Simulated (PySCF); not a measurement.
Phenylhydrazine, C6H8N2.
InChI=1S/C6H8N2/c7-8-6-4-2-1-3-5-6/h1-5,8H,7H2

Torsions of this conformer, `[NH2:1][NH:2][c:3]1[cH:4][cH:5][cH:6][cH:7][cH:8]1`: N1–N2–C3–C4 -12°, H–N1–N2–C3 73°, H–N1–N2–C3 -48°.

The closed-shell ground state was solved at several levels (PySCF, density fitting, gas phase, non-relativistic). One conformer (not necessarily the lowest) at the PBE0-D3(BJ)/def2-SVP geometry, without solvent, vibrations or thermal averaging.

```json
{"level": "PBE0/def2-TZVP", "basis functions": "296", "HOMO (eV)": "-5.80", "LUMO (eV)": "-0.13", "gap (eV)": "5.67", "dipole (D)": "0.67"}
{"level": "PBE0/pcSseg-0", "basis functions": "88", "HOMO (eV)": "-5.86", "LUMO (eV)": "0.01", "gap (eV)": "5.87", "dipole (D)": "0.65"}
{"level": "PBE0/aug-cc-pVDZ", "basis functions": "256", "HOMO (eV)": "-5.83", "LUMO (eV)": "-0.22", "gap (eV)": "5.61", "dipole (D)": "0.64"}
{"level": "PBE0/cc-pVDZ", "basis functions": "152", "HOMO (eV)": "-5.61", "LUMO (eV)": "0.13", "gap (eV)": "5.74", "dipole (D)": "0.88"}
```

(1) What might PBE0/def2-SVP (152 basis functions) give for the same quantities?

(2) Over all these levels, which gives the widest orbital gap and which the narrowest?

(3) How much does the basis alone move the frontier levels among the 5 PBE0 rows (the withheld one included)?

(4) How far do the dipole and the HOMO energy spread over the levels?

Results:

(1) HOMO -5.71 eV, LUMO 0.04 eV, gap 5.75 eV, dipole 0.79 D.

(2) PBE0/pcSseg-0 has the widest, 5.87 eV, and PBE0/aug-cc-pVDZ the narrowest, 5.61 eV. From the narrowest to the widest the HOMO moves by -0.03 eV and the LUMO by +0.23 eV.

(3) The HOMO by 0.25 eV and the LUMO by 0.35 eV. By rising basis size (HOMO, LUMO in eV): pcSseg-0 -5.86, 0.01; cc-pVDZ -5.61, 0.13; def2-SVP -5.71, 0.04; aug-cc-pVDZ -5.83, -0.22; def2-TZVP -5.80, -0.13.

(4) The dipole runs from 0.64 to 0.88 D (mean 0.73 D) and the HOMO from -5.86 to -5.61 eV.
